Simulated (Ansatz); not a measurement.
```xyz
9

O     0.176    1.836   -0.401
W     0.020    0.194   -0.050
O     1.737   -0.510    0.318
O    -0.406    0.177    1.767
O    -1.735   -0.354   -0.495
F     0.388   -0.581   -1.769
H     2.237   -0.931   -0.386
H    -0.512    0.915    2.370
H    -1.905   -0.745   -1.355
```

Charge 0, multiplicity 1. W takes the def2 core potential.

(1) List the PBE0/def2-TZVPP orbital energies in eV (Ansatz 0.2.0). (An estimate is asked.)

## Answers

(1) Ansatz gave: Occupied: -673.22, -523.82, -523.69, -523.32, -523.32, -85.09, -48.28, -48.03, -47.94, -31.95, -28.50, -28.31, -27.81, -26.36, -15.79, -15.45, -14.62, -13.40, -12.89, -12.51, -11.71, -11.65, -11.08, -10.87, -10.61, -10.30, -9.81, -9.59, -9.56. Lowest empty: -2.73, -1.68, -0.56, -0.06, 0.44, 1.11, 1.77, 2.33.
